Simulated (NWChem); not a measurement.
**Atomisation of H2As**

```xyz
3

As     0.0000     0.0000    -0.0614
H     -1.0888     0.0000     1.0131
H      1.0888     0.0000     1.0131
```
Charge 0, spin multiplicity 2.

Program: NWChem. The geometry was optimised at UPBE0/def2-SVP, a minimum by its harmonic frequencies.

Basis set: def2-TZVP. The atomisation energy is electronic alone: no zero-point, thermal, spin-orbit or counterpoise terms. No value is extrapolated to the basis-set limit. Free atoms are single determinants with multiplicities As 4, H 2.

The Hamiltonian is non-relativistic. The structure started from a generated list of species. The unpaired electrons of the parent sit in orbitals of symmetry b2 (C2v labels of the run); other states weren't searched. The stability of the SCF solutions was not checked. Open-shell Hartree-Fock references start from PBE0 orbitals.

### Question
For the atomisation energy, BHandHLYP gives 140.6 kcal/mol and PBE0 gives 138.4 kcal/mol. What do HF, M06-2X give?

### Answer
HF: 93.0 kcal/mol; M06-2X: 137.5 kcal/mol.
